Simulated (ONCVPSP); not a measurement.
## lithium: from the effect back to the setting (ONCV)

Base potential:

* Element: Li
* Generator: ONCVPSP 4.0.1
* Type: optimised norm-conserving Vanderbilt (ONCV)
* Functional: PBEsol
* Relativity: scalar-relativistic
* Frozen core: [He]
* Valence charge: 1
* Reference configuration: 2s0.75 2p0.25
* Partial waves: 2s: rc 3.15 bohr, ncon 4, nbas 9, qcut 2.6 1/bohr, 2 projectors, debl 2.2 Ha; 2p: rc 4.00 bohr, ncon 3, nbas 6, qcut 2 1/bohr, 3 projectors, debl 3.1 Ha
* Local potential: polynomial inside 2.25 bohr (lpopt 3, dvloc0 0 Ha)
* Core correction: Teter function fitted to the true core (icmod 2), fcfact 0.4

Cutoffs, loose and tight: the cutoffs (Ha) at which the residual kinetic energy of the hardest occupied pseudo-wave falls to 1 and 0.1 mHa per electron. They do not see the model core or the augmentation charge, which bear on the density cutoff. Test errors are all-electron minus pseudo excitation energies from the reference, over the configurations 2s1 2p0; 2s0.5 2p0; 2s0 2p1; variants that change the core or the reference have their own tests.

Only the p radius is moved:

```json
{"p radius (bohr)": "2.92", "cutoff, loose": "2.0 Ha", "cutoff, tight": "9.8 Ha", "bound ghosts": "none", "largest test error (meV)": "-3.9", "median size of the test errors": "3.6 meV"}
{"p radius (bohr)": "3.22", "cutoff, loose": "1.7 Ha", "cutoff, tight": "5.9 Ha", "bound ghosts": "none", "largest test error (meV)": "-5.6", "median size of the test errors": "3.9 meV"}
{"p radius (bohr)": "3.64", "cutoff, loose": "1.7 Ha", "cutoff, tight": "3.2 Ha", "bound ghosts": "none", "largest test error (meV)": "-7.0", "median size of the test errors": "4.3 meV"}
{"p radius (bohr)": "4.06", "cutoff, loose": "1.7 Ha", "cutoff, tight": "2.6 Ha", "bound ghosts": "none", "largest test error (meV)": "-8.1", "median size of the test errors": "4.7 meV"}
{"p radius (bohr)": "4.46", "cutoff, loose": "1.7 Ha", "cutoff, tight": "2.6 Ha", "bound ghosts": "none", "largest test error (meV)": "-9.1", "median size of the test errors": "5.1 meV"}
{"p radius (bohr)": "4.92", "cutoff, loose": "1.7 Ha", "cutoff, tight": "2.6 Ha", "bound ghosts": "none", "largest test error (meV)": "-10", "median size of the test errors": "5.7 meV"}
{"p radius (bohr)": "5.84", "cutoff, loose": "1.7 Ha", "cutoff, tight": "2.6 Ha", "bound ghosts": "none", "largest test error (meV)": "-12", "median size of the test errors": "7.3 meV"}
```

Problem. One more run gave cutoff, loose: 1.7 Ha; cutoff, tight: 2.6 Ha; bound ghosts: none; largest test error (meV): -11; median size of the test errors: 6.1 meV. Which value of the p radius was used?

Solution. 5.24 bohr. The median size of the test errors moves one way along this sweep, from 3.6 meV at 2.92 to 7.3 meV at 5.84 bohr, which places the run between 4.92 and 5.84 bohr.
